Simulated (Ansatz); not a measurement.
The first iterations of a band of BCl2H + H3P (8 atoms, charge 0, multiplicity 1).

Computed with RKS B3LYP-D4/6-31G* in Ansatz 0.2.0.

| Quantity | Value |
| --- | --- |
| movable images | 7 |
| climbing image | yes |
| spring | 5.0 eV/Å² |
| optimiser | quadratic models (default) |
| start path | straight line |
| force threshold | 0.05 eV/Å |
| iteration limit | 60 |
| end points | relaxed |

First end point:

```xyz
8
Properties=species:S:1:pos:R:3
B -0.010 0.514 -0.120
H 0.037 0.823 1.023
Cl 1.477 0.304 -1.019
Cl -1.566 0.296 -0.891
P 0.141 -3.084 1.180
H -0.471 -2.780 -0.069
H 1.437 -2.696 0.736
H -0.147 -1.801 1.733
```

Last end point:

```xyz
8
Properties=species:S:1:pos:R:3
B 0.069 -0.714 -0.543
H 0.075 0.612 2.724
Cl 1.504 0.307 -0.596
Cl -1.480 -0.033 -1.034
P 0.150 -2.464 0.230
H -0.712 -3.133 -0.676
H 1.376 -2.888 -0.341
H -0.085 -0.109 2.808
```

| iteration | highest image above the first end (eV) | largest band force component (eV/Å) |
| --- | --- | --- |
| 1 | 6.857 | 4.833 |
| 2 | 5.011 | 4.626 |
| 3 | 3.569 | 3.949 |
| 4 | 3.011 | 3.145 |
| 5 | 2.325 | 3.019 |
| 6 | 1.854 | 11.521 |
| 7 | 1.584 | 4.278 |
| 8 | 1.635 | 1.625 |
| 9 | 1.551 | 1.281 |

Problem. Does the band converge within its limit, and where does its top end?

Solution. The forces met the threshold. It ended after 29 iterations with the highest image 1.675 eV above the first end. Another band between the same ends (7 images) ends at a top of the same energy, where a vibrational analysis finds 1 clearly imaginary mode. The orbitals stay closed-shell, which can raise the energy where a bond breaks towards radicals; this wasn't checked here.

Run time: 5.7 min on 2 threads of Arm Neoverse V2, on a shared host, peak memory 0.17 GiB.
